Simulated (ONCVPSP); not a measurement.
# boron: one change to an ONCV potential, before and after

boron, optimised norm-conserving Vanderbilt (ONCV), made with ONCVPSP 4.0.1 (PBE, scalar-relativistic). Core [He], reference 2s1 (charge +2). Waves: 2s: rc 1.15 bohr, ncon 3, nbas 7, qcut 5 1/bohr, 2 projectors, debl 2 Ha; p scattering state at 0.05 Ha: rc 0.90 bohr, ncon 5, nbas 8, qcut 10.5 1/bohr, 2 projectors, debl 1.2 Ha; d scattering state at 0.37 Ha: rc 0.90 bohr, ncon 3, nbas 6, qcut 11.6 1/bohr, local. Local part: the d channel. Core correction: none.

Change: s: qcut 3.4.

Cutoffs: the cutoffs (Ha) at which the residual kinetic energy of the hardest occupied pseudo-wave falls to 1 and 0.1 mHa per electron; they do not see the model core or the augmentation charge, which bear on the density cutoff. Errors are all-electron minus pseudo energies relative to the spin-unpolarised reference configuration.

**Question.** Predict the effect on cutoff, ghosts and configuration errors.

**Answer.** The potential gets harder (13 Ha and 51 Ha → 60 Ha and 109 Ha); the errors of the 4 common tests hardly move; neither file shows a bound ghost.

```csv
quantity,base,changed
"cutoff, loose",13 Ha,60 Ha
"cutoff, tight",51 Ha,109 Ha
bound ghosts,none,none
GHOST(+) flags under 300 eV,none,none
"error for 2s2 2p1, meV [ΔE -33.64 eV]",+125,+115
"error for 2s2, meV [ΔE -25.42 eV]",+30,+26
"error for 2s2 2p0.5, meV [ΔE -30.75 eV]",+86,+78
"error for 2s1 2p1, meV [ΔE -19.28 eV]",+131,+121
s: phases at 1.16 bohr within 0.05 rad from the reference energy up to (Ha; the scan ends near 5),to the end of the scan,to the end of the scan
p: phases at 0.91 bohr within 0.05 rad from the reference energy up to (Ha; the scan ends near 5),to the end of the scan,to the end of the scan
d: phases at 0.91 bohr within 0.05 rad from the reference energy up to (Ha; the scan ends near 5),to the end of the scan,to the end of the scan
```
